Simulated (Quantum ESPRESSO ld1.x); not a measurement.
The numbers below are computed, except where a source is named.
The aim is neutral boron in [He] 2s2 2p1. What will ld1.x (Quantum ESPRESSO 7.5) do with this input?

```
 &input
    zed=5.0,
    iswitch=1,
    rel=1,
    dft='PBE',
    config='[He] 2s2 2p1',
    zval=1,
    prefix='ld1',
    max_out_wfc=37,
    file_charge='ld1.rho',
 /
```

Answer. Refused. The program stops in ld1_readin with "reading input namelist": the namelist holds a keyword that &input does not know.

Output (excerpt):

```
     Program LD1 v.7.5 starts

 %%%%%%%%%%%%%%%%%%%%%%%%%%%%%%%%%%%%%%%%%%%%%%%%%%%%%%%%%%%%%%%%%%%%%%%%%%%%%%
     Error in routine ld1_readin (5010):
     reading input namelist
 %%%%%%%%%%%%%%%%%%%%%%%%%%%%%%%%%%%%%%%%%%%%%%%%%%%%%%%%%%%%%%%%%%%%%%%%%%%%%%

     stopping ...
```

Run on one thread of a shared host, so times are rough (Intel(R) Xeon(R) Processor @ 2.60GHz): 0.46 s of CPU time, 0.48 s wall.
